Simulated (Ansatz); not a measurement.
Born–Oppenheimer molecular dynamics of C2H8BN (12 atoms, charge 0, multiplicity 1). It starts at the highest image of a converged band. Of that band: Neighbouring images differ by up to 2.9 eV, so the band resolves the path poorly. A vibrational analysis at the climbing image gives one clearly imaginary mode, 1329i cm⁻¹: a first-order saddle point.

Level of theory: RKS PBE0/cc-pVDZ in Ansatz 0.2.0.

```yaml
ensemble: NVE (velocity Verlet)
time_step: 0.5 fs
steps_asked: 200
starting_velocities_drawn_for: 100 K
seed: 5887
```

First frame:

```xyz
12
Properties=species:S:1:pos:R:3
B -0.585 0.723 0.880
C 0.731 -0.077 -0.076
C 0.163 -1.346 -0.694
N -0.781 1.945 0.352
H 0.132 1.066 -0.271
H -0.981 -0.054 1.713
H 1.377 -0.254 0.798
H 1.413 0.428 -0.796
H 0.961 -2.027 -1.024
H -0.467 -1.890 0.026
H -0.463 -1.110 -1.568
H -1.500 2.595 0.659
```

**Question.** How far do the bonds stretch over the last three quarters of this one trajectory? (Pairs bonded in most of those frames.)

**Answer.** 
```json
{"bond": "B1–C2", "mean (Å)": "1.618", "spread (Å)": "0.119", "shortest": "1.39", "longest": "1.79"}
{"bond": "B1–N4", "mean (Å)": "1.429", "spread (Å)": "0.087", "shortest": "1.30", "longest": "1.60"}
{"bond": "B1–H6", "mean (Å)": "1.227", "spread (Å)": "0.042", "shortest": "1.15", "longest": "1.32"}
{"bond": "C2–C3", "mean (Å)": "1.552", "spread (Å)": "0.045", "shortest": "1.48", "longest": "1.65"}
{"bond": "C2–H7", "mean (Å)": "1.107", "spread (Å)": "0.010", "shortest": "1.09", "longest": "1.13"}
{"bond": "C2–H8", "mean (Å)": "1.113", "spread (Å)": "0.016", "shortest": "1.07", "longest": "1.15"}
{"bond": "C3–H9", "mean (Å)": "1.105", "spread (Å)": "0.007", "shortest": "1.09", "longest": "1.12"}
{"bond": "C3–H10", "mean (Å)": "1.105", "spread (Å)": "0.007", "shortest": "1.09", "longest": "1.13"}
{"bond": "C3–H11", "mean (Å)": "1.104", "spread (Å)": "0.004", "shortest": "1.10", "longest": "1.11"}
{"bond": "N4–H5", "mean (Å)": "1.082", "spread (Å)": "0.148", "shortest": "0.84", "longest": "1.30"}
{"bond": "N4–H12", "mean (Å)": "1.027", "spread (Å)": "0.034", "shortest": "0.96", "longest": "1.12"}
```

Mean temperature of the second half: 1238 K. The conserved energy stayed within 2.3 meV per atom of its start (net change -1.5 meV per atom), so there is no drift, though single steps change it by up to 29 meV in the whole system, a sign of fast motions only just resolved. The kinetic energy rose, since the run started high on the potential surface and went downhill. A run of 0.1 ps of so small a system gives no equilibrium averages. The orbitals stay closed-shell, which can raise the energy where a bond breaks towards radicals; this wasn't checked here.

Time of the run: 3.3 min on 2 threads of Intel(R) Xeon(R) 6975P-C (Granite Rapids), with other jobs on the host, peak memory 0.2 GiB.
